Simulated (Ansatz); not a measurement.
H6OSi2, charge +1, doublet, geometry from GFN2-xTB (a state made from the parent by changing its charge; the spin is typed, not shown lowest); PBE/cc-pVDZ (Ansatz, a first-principles code).

Input for Ansatz:
Ansatz 0.2 input:
```yaml
crystal:
  periodic: [false, false, false]
  atoms:
    - {symbol: Si, position_ang: [1.58968807, -0.31912383, 0.11186273]}
    - {symbol: O, position_ang: [0.01128648, 0.04259495, -0.05898121]}
    - {symbol: Si, position_ang: [-1.59905322, 0.28377995, -0.06292207]}
    - {symbol: H, position_ang: [1.94507558, -0.84035872, -1.22785096]}
    - {symbol: H, position_ang: [2.21573731, 1.02067942, 0.19327172]}
    - {symbol: H, position_ang: [1.73660238, -1.21029802, 1.25307240]}
    - {symbol: H, position_ang: [-2.17744350, -0.45342710, 1.05068702]}
    - {symbol: H, position_ang: [-1.97801718, -0.12352865, -1.43555598]}
    - {symbol: H, position_ang: [-1.70113435, 1.76098778, -0.04694370]}
basis:
  gaussian:
    orbitals: cc-pVDZ
hamiltonian:
  xc: pbe
total_charge: 1
magnetization: {spin_polarized: true, initial_magnetization: 1}
```

Output, abridged:

```
Functional definition: PBE
959 factors; their error is unknown
mean field evaluation 1: about -17865.4070 eV, gradient 6.2e1 eV
mean field evaluation 2: about -17738.0304 eV, gradient 1.4e2 eV
mean field evaluation 4: about -17879.6792 eV, gradient 9.4e0 eV
mean field evaluation 8: about -17880.2190 eV, gradient 4.3e-2 eV
mean field evaluation 16: about -17880.2190 eV, gradient 5.5e-5 eV
mean field evaluation 32: about -17880.2160 eV, gradient 2.7e-1 eV
mean field evaluation 64: about -17879.8295 eV, gradient 4.3e0 eV
mean field -17880.21902849 eV, -657.0859296492 hartree, gradient 5.5e-6 eV, S^2 0.753413; 6 other end points of the search recorded, 0 dependent functions left out
reference -17880.21906601 eV, -657.0859310281 hartree; 21, 20 occupied and 59, 60 virtual orbitals, 959 factors
Total energy: -17880.21906601 eV, -657.0859310281 hartree
```
